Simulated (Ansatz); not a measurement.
Cost and result for the atomization energy of C₃H₂F₄ (`F[C@@H]1[C@H](F)C1(F)F`) (9 atoms, 9 bonds).

Cartesian coordinates in Å:
```
F -1.375 -1.229 0.593
C -0.590 -0.592 -0.294
C -0.212 0.860 0.000
F -0.687 1.420 1.126
C 0.791 -0.233 0.136
F 1.792 -0.315 -0.748
F 1.187 -0.583 1.353
H -0.769 -0.873 -1.327
H -0.137 1.546 -0.838
```

Total charge 0; spin multiplicity 1. Geometry: relaxed with PBE0-D4/def2-TZVP. Program: Ansatz. All runs use 4 threads of an Arm Neoverse V2 on a shared host. Times are those of one run each, without the atoms' runs, and a repeat can differ threefold. Electronic energies, without spin–orbit coupling; frozen cores. CCSD(T)/CBS adds CCSD(T) − MP2 in def2-TZVPP to the MP2 limit, and its time is that of the two runs behind it. T1 = 0.012. B3LYP takes the VWN-RPA correlation (the form of Gaussian; ORCA's B3LYP/G).

CCSD(T)/CBS is a level of theory with its own doubt, some kJ/mol a heavy atom from the limit and from the frozen cores, so smaller differences don't rank the functionals.

```csv
level,functions,wall time
PBE-D4/def2-TZVPP (with forces),245,2.1 s
PBE0-D4/def2-TZVPP,245,2.5 s
B3LYP-D4/def2-TZVPP (with forces),245,3.8 s
r2SCAN-D4/def2-TZVPP (with forces),245,4.3 s
B2PLYP/def2-TZVPP,245,4.5 s
ωB97X-V/def2-TZVPP,245,6.5 s
ωB97M-V/def2-TZVPP (with forces),245,9 s
MP2/def2-QZVPP,459,18 s
CCSD(T)/def2-TZVPP,245,4.2 min
CCSD(T)/CBS(def2),–,4.5 min
```

Problem. What atomization energy does each give, and how far from CCSD(T)/CBS? (An estimate is asked.)

Solution. The calculation gave: 
```
                             level  atomization (kcal/mol)  difference from CCSD(T)/CBS  per bond
   PBE-D4/def2-TZVPP (with forces)                   920.9                         50.7       5.6
                PBE0-D4/def2-TZVPP                   885.5                         15.3       1.7
 B3LYP-D4/def2-TZVPP (with forces)                   868.2                         -2.0      -0.2
r2SCAN-D4/def2-TZVPP (with forces)                   881.3                         11.1       1.2
                 B2PLYP/def2-TZVPP                   862.1                         -8.1      -0.9
                ωB97X-V/def2-TZVPP                   879.0                          8.8       1.0
  ωB97M-V/def2-TZVPP (with forces)                   878.3                          8.1       0.9
                    MP2/def2-QZVPP                   898.7                         28.5       3.2
                CCSD(T)/def2-TZVPP                   845.2                        -25.0      -2.8
                 CCSD(T)/CBS(def2)                   870.2                          0.0       0.0
```

In def2-TZVPP, CCSD(T) changes the Hartree–Fock value by +256.3 kcal/mol (the triples alone add +19.5 kcal/mol) and MP2 by +295.0 kcal/mol; breaking electron pairs costs correlation energy, which Hartree–Fock lacks. The D4 term adds +5.9 kcal/mol with B3LYP and +3.1 kcal/mol with PBE0; it sums over pairs of atoms, weighted by their polarisabilities, and B3LYP, whose exchange is more repulsive, gets the larger term. From PBE to PBE0 (25 % exact exchange), in def2-TZVPP and without D4, the atomization energy moves by −34.7 kcal/mol: exact exchange takes away binding that semilocal exchange gives to molecules.
